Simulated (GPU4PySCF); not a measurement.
# Exercise with solution: oscillator strength and radiative lifetime

Si(Ph)(OMe)3 (C₉H₁₄O₃Si), SMILES [Si](OC)(OC)(OC)c1ccccc1.

The structure is a stationary point at ωB97X-D3(BJ)/def2-TZVP. The isomer is the one that the SMILES or the coordinates give; other isomers of the formula were not compared. Other conformers were not sampled.

TDA-M06-2X/def2-SVPD in GPU4PySCF puts the first singlet state with f over 0.02 at 6.47 eV (vertical), with the transition dipole (-0.546, -0.035, 0.058) in atomic units.

Problem. Find the oscillator strength, the wavelength and the radiative lifetime that this transition would have in vacuum if emission retraced absorption.

Solution. 
|μ|² = 0.3027 au, so |μ| = 1.40 D. ΔE = 6.47/27.211 = 0.2378 hartree. f = (2/3) ΔE |μ|² = 0.048 (the program prints 0.048).
λ = 1239.84/6.47 = 192 nm; ν = 52184 cm⁻¹.
Einstein's coefficient A = 0.6670 ν² f s⁻¹ (ν in cm⁻¹) = 8.7e7 s⁻¹, so τ = 1/A = 11 ns. This state is S2; the lower singlet has f = 0.004. The figure is the radiative limit of this one transition; relaxation, internal conversion, crossing to triplets and a medium change what is measured.
